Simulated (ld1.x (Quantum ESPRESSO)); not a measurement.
## cobalt: one change to a TM potential, before and after

cobalt, norm-conserving Troullier–Martins (Kleinman–Bylander form), made with ld1.x (Quantum ESPRESSO) 7.5 (PBE, scalar-relativistic). Core [Ar], reference 3d6 4s0 4p0 (charge +3). Waves: 4s (bound, empty): rc 1.95 bohr; 4p (bound, empty): rc 2.20 bohr; 4f channel at 0.45 Ry: rc 2.00 bohr; 3d (bound): rc 1.20 bohr. Local part: the d channel. Core correction: a·sin(br)/r model core inside 1.10 bohr.

Change: wave 3d (bound): rc 1.20 bohr becomes 3d (bound): rc 1.28 bohr.

Cutoffs: the cutoffs (Ry, on a coarse ladder) from which the occupation-weighted sum of valence levels, in a spherical-Bessel basis at the reference potential, stays within 10 and 1 mRy of its value at 400 Ry; they do not see the model core or the augmentation charge, which bear on the density cutoff. Errors are all-electron minus pseudo energies relative to the spin-unpolarised reference configuration.

Question: How do hardness, ghosts and transferability respond?

Answer: The potential gets softer (160 Ry and 260 Ry → 140 Ry and 230 Ry); both files keep a bound ghost (p, s); of the 7 tests that both files solve, the error grows in 2 and shrinks in 0 by more than 15 % and 0.3 meV (median size 131.3 → 145.2 meV). A larger radius leaves more room for a smooth pseudo-wave, so fewer plane waves are needed.

| quantity | base | changed |
| --- | --- | --- |
| cutoff, loose | 160 Ry | 140 Ry |
| cutoff, tight | 260 Ry | 230 Ry |
| bound ghosts | s, p | s, p |
| error for 3d7 4s2 4p0, meV [ΔE -61.69 eV] | -35 | -53 |
| error for 3d7 4s1 4p0, meV [ΔE -52.66 eV] | -131 | -145 |
| error for 3d7 4s0 4p0, meV [ΔE -35.87 eV] | -255 | -262 |
| error for 3d8 4s0 4p0, meV [ΔE -55.21 eV] | -660 | -690 |
| error for 3d6 4s2 4p0, meV [ΔE -46.50 eV] | -5.2 | -5.8 |
| error for 3d5 4s0 4p0, meV [ΔE 55.35 eV] | -443 | -436 |
| error for 3d7 4s0 4p2, meV [ΔE -52.71 eV] | -94 | -109 |
| s: phases at 2.39 bohr within 0.05 rad from the reference energy up to (Ry; the scan ends near 5) | -0.2 | 0.0 |
| p: phases at 2.39 bohr within 0.05 rad from the reference energy up to (Ry; the scan ends near 5) | 1.7 | 1.9 |
| d: phases at 2.39 bohr within 0.05 rad from the reference energy up to (Ry; the scan ends near 5) | -0.7 | -0.9 |
| f: phases at 2.39 bohr within 0.05 rad from the reference energy up to (Ry; the scan ends near 5) | to the end of the scan | to the end of the scan |

 A true bound ghost makes a file unfit for plane-wave use even where its test errors are small: the radial tests pick states by their node count and pass the ghost by.
